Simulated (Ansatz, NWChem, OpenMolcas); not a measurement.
# How basis sets differ on CH6NPSi (SMILES C1NP[SiH2]1)

The species is CH6NPSi (10 atoms), meant as a singlet with charge 0. SMILES: `C1NP[SiH2]1`. Geometry: relaxed at PBE0-D4/def2-TZVP.

```xyz
10

C    -0.5189    0.7537   -0.2803
N     0.3887    0.8672    0.8652
P     0.9739   -0.7160    1.2759
Si    0.3823   -0.7973   -0.9074
H    -0.5259    1.6473   -0.9107
H    -1.5542    0.5124    0.0036
H     0.1265    1.5005    1.6091
H    -0.2531   -1.3936    1.6315
H     1.4931   -0.4999   -1.8481
H    -0.4292   -1.9255   -1.4358
```

Quantity: the HOMO–LUMO gap, in eV. The values are calculated.

```json
{"level": "HF/ANO-R0 (sfX2C)", "kind": "Hartree–Fock", "program": "OpenMolcas", "value (eV)": "12.89"}
{"level": "HF/ANO-RCC-MB (DKH2)", "kind": "Hartree–Fock", "program": "OpenMolcas", "value (eV)": "13.48"}
{"level": "HF/STO-3G", "kind": "Hartree–Fock", "program": "Ansatz", "value (eV)": "15.99"}
{"level": "HF/3-21G", "kind": "Hartree–Fock", "program": "NWChem", "value (eV)": "12.36"}
{"level": "HF/6-31G* (RICD fitting, Cartesian functions)", "kind": "Hartree–Fock", "program": "OpenMolcas", "value (eV)": "12.42"}
{"level": "HF/def2-SVP", "kind": "Hartree–Fock", "program": "OpenMolcas", "value (eV)": "12.90"}
```

The values span 12.36 to 15.99 eV. A Hartree–Fock LUMO above zero doesn't converge with the basis: it sinks as sets grow more diffuse. Orbital gaps aren't excitation energies.
